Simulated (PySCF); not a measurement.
# Computed records: FH5OSi2, AlBFH4Si, AlFH3NSi

Calculation on a computer-drawn molecule: the log of a Hartree-Fock and frozen-core CCSD(T) single point meant for a local Hartree-Fock minimum, with one planted fault or none, to be diagnosed. Offsets are logged minus clean, where the clean run is the same molecule without the fault. The reference is restricted for singlets and unrestricted otherwise, and also for a bond in bohr or an excited solution. Adding or removing an electron swaps singlet and doublet. The excited solution moves the top pair (singlet) or top alpha electron (doublet) to the lowest empty orbital. Highest occupied and lowest empty are orbital energies over both spins, largest force is the largest gradient component, triples share is (T) over the correlation energy, the T1 limit is 0.02 restricted and 0.045 unrestricted, electrons count all cores, a negative frequency is imaginary (commonest isotopes), and the dipole is about the centre of nuclear charge. Program: PySCF 2.14.0.

Common to all runs: meant multiplicity 1; meant basis cc-pV(D+d)Z; logged SCF converged yes; possible faults no fault, one electron removed, one electron added, multiplicity raised by two, geometry at a saddle point, SCF held on an excited solution, minimal basis STO-3G, one bond length entered in bohr, all coordinates scaled.

(1) FH5OSi2

Logged structure:
```xyz
9
FH5OSi2
F     -3.2092     1.0532    -0.7014
Si    -1.9352     0.1031    -0.9672
O     -1.1160    -0.0672     0.4190
Si    -0.8122     0.2400     2.0115
H     -1.1013     0.7661    -1.9752
H     -2.4454    -1.1956    -1.4182
H     -0.6243     1.6906     2.2131
H      0.4175    -0.4810     2.3890
H     -1.9429    -0.2324     2.8346
```

- meant charge: 0
- logged electrons: 50
- logged basis functions: 99
- logged spin squared: 0
- logged highest occupied: -12.421 eV
- logged lowest empty: 3.7873 eV
- logged largest force: 2.728e-05 hartree/bohr
- logged lowest frequency: 24.99 cm⁻¹
- logged T1 diagnostic: 0.011801
- logged D1 diagnostic: 0.028168
- logged triples share: 0.01834
- logged CC converged: yes
- logged dipole magnitude: 1.3086 debye
- logged SCF stable within its kind: yes
- logged energy HF: -755.24298 hartree
- logged energy CCSD(T): -755.86282 hartree
- planted fault: no fault
- HF energy offset from clean run: 0 kcal/mol
- CCSD(T) energy offset from clean run: 0 kcal/mol

Drawn bonds:
| atom | other atom | order |
| --- | --- | --- |
| 1 | 2 | 1 |
| 2 | 3 | 1 |
| 3 | 4 | 1 |
| 2 | 5 | 1 |
| 2 | 6 | 1 |
| 4 | 7 | 1 |
| 4 | 8 | 1 |
| 4 | 9 | 1 |

(2) AlBFH4Si

Logged structure:
```xyz
8
AlBFH4Si
F      0.7443    -0.4241    -2.6804
Si     0.9288     0.7626    -1.6225
B     -0.6776     0.3700    -0.3324
Al    -2.4378    -0.1336     1.0036
H      0.6978     2.0747    -2.2278
H      2.1620     0.6170    -0.8481
H     -2.0275    -1.1060     2.1471
H     -3.7339     0.5913     0.5387
```

* meant charge: 1
* logged electrons: 44
* logged basis functions: 94
* logged spin squared: 0
* logged highest occupied: -12.974 eV
* logged lowest empty: -8.8659 eV
* logged largest force: 0.037685 hartree/bohr
* logged CC converged: no
* logged dipole magnitude: 4.8527 debye
* logged SCF stable within its kind: no
* logged energy HF: -656.7658 hartree
* planted fault: SCF held on an excited solution
* HF energy offset from clean run: 157.7 kcal/mol

Drawn bonds:
| atom | other atom | order |
| --- | --- | --- |
| 1 | 2 | 1 |
| 2 | 3 | 1 |
| 3 | 4 | 1 |
| 2 | 5 | 1 |
| 2 | 6 | 1 |
| 4 | 7 | 1 |
| 4 | 8 | 1 |

Notes: CCSD not converged.

(3) AlBFH4Si

Logged structure:
```xyz
8
AlBFH4Si
F      0.7443    -0.4241    -2.6804
Si     0.9288     0.7626    -1.6225
B     -0.6776     0.3700    -0.3324
Al    -2.4378    -0.1336     1.0036
H      0.4923     3.2421    -2.7665
H      2.1620     0.6170    -0.8481
H     -2.0275    -1.1060     2.1471
H     -3.7339     0.5913     0.5387
```

* meant charge: 1
* logged electrons: 44
* logged basis functions: 94
* logged spin squared: 0.9122
* logged highest occupied: -14.819 eV
* logged lowest empty: -5.6995 eV
* logged largest force: 0.01235 hartree/bohr
* logged T1 diagnostic: 0.039863
* logged D1 diagnostic: 0.16186
* logged triples share: 0.026801
* logged CC converged: yes
* logged dipole magnitude: 4.2477 debye
* logged SCF stable within its kind: yes
* logged energy HF: -656.90466 hartree
* logged energy CCSD(T): -657.3432 hartree
* planted fault: withheld

Drawn bonds:
| atom | other atom | order |
| --- | --- | --- |
| 1 | 2 | 1 |
| 2 | 3 | 1 |
| 3 | 4 | 1 |
| 2 | 5 | 1 |
| 2 | 6 | 1 |
| 4 | 7 | 1 |
| 4 | 8 | 1 |

(4) AlFH3NSi

Logged structure:
```xyz
7
AlFH3NSi
F     -0.7777     2.7007     0.8090
Si     0.1011     1.8204    -0.2330
N      1.1552     0.9270     0.7693
Al     1.2847     0.9432     2.5973
H      0.7769     2.7685    -1.1389
H     -0.8443     0.9977    -1.0113
H      1.7845     0.3106     0.2730
```

- meant charge: 0
- logged electrons: 47
- logged basis functions: 89
- logged spin squared: 0.7773
- logged highest occupied: 0.45481 eV
- logged lowest empty: 6.6934 eV
- logged largest force: 0.042503 hartree/bohr
- logged T1 diagnostic: 0.017237
- logged D1 diagnostic: 0.056537
- logged triples share: 0.023551
- logged CC converged: yes
- logged dipole magnitude: 9.2028 debye
- logged SCF stable within its kind: yes
- logged energy HF: -686.57367 hartree
- logged energy CCSD(T): -687.12912 hartree
- planted fault: withheld

Drawn bonds:
| atom | other atom | order |
| --- | --- | --- |
| 1 | 2 | 1 |
| 2 | 3 | 1 |
| 3 | 4 | 1 |
| 2 | 5 | 1 |
| 2 | 6 | 1 |
| 3 | 7 | 1 |

Notes: highest electron not bound in this basis.

## Withheld values
1. Give the missing planted fault for AlBFH4Si (entry 3).
2. Which fault was planted in the run of AlFH3NSi (entry 4)?

Answers
1. one bond length entered in bohr, row 4 of the drawn bonds
2. one electron added

Further results for AlBFH4Si (entry 3):

* HF energy offset from clean run: 70.53 kcal/mol
* CCSD(T) energy offset from clean run: 77.25 kcal/mol

Further results for AlFH3NSi (entry 4):

- HF energy offset from clean run: 21.82 kcal/mol
- CCSD(T) energy offset from clean run: 16.21 kcal/mol
